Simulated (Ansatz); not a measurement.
The same atomization along the group Cu, Ag, Au.

Program: Ansatz. Geometries: PBE0-D4/def2-TZVP. ΔE: electronic, gas phase. CCSD(T)/CBS adds triple-zeta CCSD(T) − MP2 to the extrapolated MP2 energy (def2 sets, frozen cores). This one scheme is used for every species, atoms too. Open shells (•) are unrestricted, without spin–orbit coupling. Spin–orbit coupling would lower the free atoms: a little for Cl, F. Elements past krypton have def2 core potentials. Bonds to Ag, Au, Cu are less sure, by a few kJ/mol each and by 10 to 20 or more in all where they break to atoms, as the def2 sets lack core-valence functions. Scalar relativity is left out up to krypton. Each species was taken in one conformer, which may not be the lowest.

Q: Order these by ΔE at CCSD(T)/CBS, lowest first. (Estimate.)
A. `F[P+](F)(F)[Cu-][Cl]` → Cu• + Cl• + 3 F• + P•
B. `F[P+](F)(F)[Ag-][Cl]` → Ag• + Cl• + 3 F• + P•
C. `F[P+](F)(F)[Au-][Cl]` → Au• + Cl• + 3 F• + P•

A: B (+1950.8 kJ/mol), A (+2035.8 kJ/mol), C (+2048.5 kJ/mol).

Largest T1 diagnostic: 0.022, for Cu•.

For atomizations the MP2-based limit and the directly extrapolated one differ by several kJ/mol either way, and by 10 to 25 for some Ge, Se and Sn compounds, so smaller differences from it don't rank the levels.
